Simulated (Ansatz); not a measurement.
Ansatz (an electronic-structure program) input (MP2/6-31G*):

Ansatz 0.2 input:
```yaml
crystal:
  periodic: [false, false, false]
  atoms:
    - {symbol: N, position_ang: [1.55609700, 0.33309800, -0.75361700]}
    - {symbol: Si, position_ang: [0.13437200, 0.01844000, -0.05658700]}
    - {symbol: F, position_ang: [-0.61488300, -1.41739800, -0.29314300]}
    - {symbol: F, position_ang: [-0.04113500, 0.11298600, 1.56798400]}
    - {symbol: F, position_ang: [-1.02437600, 1.04428000, -0.54290600]}
    - {symbol: H, position_ang: [2.34965500, -0.24866200, -0.51987900]}
basis:
  gaussian:
    orbitals: 6-31G*
total_charge: -1
magnetization: {spin_polarized: false}
correlation: {method: mp2, electrons: outside_noble_gas}
relax: {f_tol: 0.003, max_steps: 120}
```

Output:

```
Functional definition: HF
these checks for a lower state are left out or cut short: cluster_reference
integrals: 0.03 GiB planned
769 factors; integrals over basis functions are off by at most 4.0e-4 eV
mean field: 0.20 GiB planned
mean field evaluation 1: about -17480.1172 eV, gradient 3.7e1 eV
mean field evaluation 2: about -17480.1764 eV, gradient 3.7e1 eV
mean field evaluation 4: about -17482.8957 eV, gradient 2.9e0 eV
mean field evaluation 8: about -17482.9214 eV, gradient 3.6e-4 eV
mean field -17482.92143024 eV, -642.4855122116 hartree, gradient 7.6e-6 eV, S^2 0.000000; 0 other end points of the search recorded, 0 dependent functions left out
9 core orbitals not correlated
reference -17482.92143024 eV, -642.4855122116 hartree; 16, 16 occupied and 56, 56 virtual orbitals, 769 factors
densities: 0.15 GiB planned
second order -20.91401551 eV of doubles, -0.00000000 eV of singles
the calculation of the forces begins
relax step   1: F+E_penalty+E_count = -17503.83544575 eV  Δ(F+E_penalty+E_count) = +0.000e0 eV  max|allowed force component| = 3.883e-1 eV/Å  Δτ_max = 0.0000 Å  (45 SCF iters, accepted)
these checks for a lower state are left out or cut short: starts, cluster_reference, orbital_swaps, neighbouring_geometries, increment
integrals: 0.03 GiB planned
769 factors; integrals over basis functions are off by at most 4.0e-4 eV
mean field: 0.20 GiB planned
mean field evaluation 16: about -17482.9066 eV, gradient 4.9e-1 eV
mean field -17482.90726027 eV, -642.4849914749 hartree, gradient 5.4e-6 eV, S^2 0.000000; 0 other end points of the search recorded, 0 dependent functions left out
9 core orbitals not correlated
reference -17482.90726027 eV, -642.4849914749 hartree; 16, 16 occupied and 56, 56 virtual orbitals, 769 factors
densities: 0.15 GiB planned
second order -20.93490567 eV of doubles, -0.00000000 eV of singles
the calculation of the forces begins
relax step   2: F+E_penalty+E_count = -17503.84216595 eV  Δ(F+E_penalty+E_count) = -6.720e-3 eV  max|allowed force component| = 2.215e-1 eV/Å  Δτ_max = 0.0062 Å  (38 SCF iters, accepted)
these checks for a lower state are left out or cut short: starts, cluster_reference, orbital_swaps, neighbouring_geometries, increment
integrals: 0.03 GiB planned
769 factors; integrals over basis functions are off by at most 4.0e-4 eV
mean field: 0.20 GiB planned
mean field -17482.88544709 eV, -642.4841898551 hartree, gradient 4.6e-6 eV, S^2 0.000000; 0 other end points of the search recorded, 0 dependent functions left out
9 core orbitals not correlated
reference -17482.88544709 eV, -642.4841898551 hartree; 16, 16 occupied and 56, 56 virtual orbitals, 769 factors
densities: 0.15 GiB planned
second order -20.95986090 eV of doubles, -0.00000000 eV of singles
the calculation of the forces begins
mean field evaluation 32: about -17482.8854 eV, gradient 4.6e-6 eV
relax step   3: F+E_penalty+E_count = -17503.84530799 eV  Δ(F+E_penalty+E_count) = -3.142e-3 eV  max|allowed force component| = 4.058e-2 eV/Å  Δτ_max = 0.0070 Å  (38 SCF iters, accepted)
these checks for a lower state are left out or cut short: starts, cluster_reference, orbital_swaps, neighbouring_geometries, increment
integrals: 0.03 GiB planned
769 factors; integrals over basis functions are off by at most 4.0e-4 eV
mean field: 0.20 GiB planned
mean field -17482.88410894 eV, -642.4841406792 hartree, gradient 2.8e-6 eV, S^2 0.000000; 0 other end points of the search recorded, 0 dependent functions left out
9 core orbitals not correlated
reference -17482.88410894 eV, -642.4841406792 hartree; 16, 16 occupied and 56, 56 virtual orbitals, 769 factors
densities: 0.15 GiB planned
second order -20.96134589 eV of doubles, -0.00000000 eV of singles
the calculation of the forces begins
relax step   4: F+E_penalty+E_count = -17503.84545484 eV  Δ(F+E_penalty+E_count) = -1.468e-4 eV  max|allowed force component| = 2.838e-2 eV/Å  Δτ_max = 0.0023 Å  (36 SCF iters, accepted)
these checks for a lower state are left out or cut short: starts, cluster_reference, orbital_swaps, neighbouring_geometries, increment
integrals: 0.03 GiB planned
769 factors; integrals over basis functions are off by at most 4.0e-4 eV
mean field: 0.20 GiB planned
mean field -17482.88273263 eV, -642.4840901005 hartree, gradient 5.1e-6 eV, S^2 0.000000; 0 other end points of the search recorded, 0 dependent functions left out
9 core orbitals not correlated
reference -17482.88273263 eV, -642.4840901005 hartree; 16, 16 occupied and 56, 56 virtual orbitals, 769 factors
densities: 0.15 GiB planned
second order -20.96296582 eV of doubles, -0.00000000 eV of singles
the calculation of the forces begins
relax step   5: F+E_penalty+E_count = -17503.84569844 eV  Δ(F+E_penalty+E_count) = -2.436e-4 eV  max|allowed force component| = 2.661e-2 eV/Å  Δτ_max = 0.0092 Å  (37 SCF iters, accepted)
these checks for a lower state are left out or cut short: starts, cluster_reference, orbital_swaps, neighbouring_geometries, increment
integrals: 0.03 GiB planned
769 factors; integrals over basis functions are off by at most 4.0e-4 eV
mean field: 0.20 GiB planned
mean field -17482.88377084 eV, -642.4841282541 hartree, gradient 1.7e-6 eV, S^2 0.000000; 0 other end points of the search recorded, 0 dependent functions left out
9 core orbitals not correlated
reference -17482.88377084 eV, -642.4841282541 hartree; 16, 16 occupied and 56, 56 virtual orbitals, 769 factors
densities: 0.15 GiB planned
second order -20.96194910 eV of doubles, -0.00000000 eV of singles
the calculation of the forces begins
relax step   6: F+E_penalty+E_count = -17503.84571994 eV  Δ(F+E_penalty+E_count) = -2.150e-5 eV  max|allowed force component| = 5.026e-4 eV/Å  Δτ_max = 0.0025 Å  (37 SCF iters, accepted)
these checks for a lower state are left out or cut short: cluster_reference
integrals: 0.03 GiB planned
769 factors; integrals over basis functions are off by at most 4.0e-4 eV
mean field: 0.20 GiB planned
mean field evaluation 64: about -17482.0041 eV, gradient 2.0e1 eV
mean field -17482.88377084 eV, -642.4841282541 hartree, gradient 1.7e-6 eV, S^2 0.000000; 1 other end points of the search recorded, 0 dependent functions left out
9 core orbitals not correlated
reference -17482.88377084 eV, -642.4841282541 hartree; 16, 16 occupied and 56, 56 virtual orbitals, 769 factors
densities: 0.15 GiB planned
second order -20.96194910 eV of doubles, -0.00000000 eV of singles
the calculation of the forces begins
Total energy: -17503.84571994 eV, -643.2544656751 hartree
Atom 0 at     1.566158     0.343442    -0.765225 Å, force    -0.000197     0.000103    -0.000024 eV/Å
Atom 1 at     0.139012     0.021573    -0.060594 Å, force    -0.000232     0.000480    -0.000323 eV/Å
Atom 2 at    -0.617149    -1.425534    -0.290439 Å, force     0.000244    -0.000189     0.000418 eV/Å
Atom 3 at    -0.041770     0.109200     1.575978 Å, force     0.000127    -0.000503     0.000036 eV/Å
Atom 4 at    -1.034537     1.050713    -0.545064 Å, force     0.000244     0.000214    -0.000251 eV/Å
Atom 5 at     2.348017    -0.256651    -0.512805 Å, force    -0.000185    -0.000106     0.000144 eV/Å
Dipole moment:    -0.272478    -0.299658     0.330406 e Å
Checks for a lower state left out: cluster_reference
```

The dipole moment of an ion depends on the origin.

The geometry given is a B3LYP-D3(BJ)/def2-TZVP minimum.
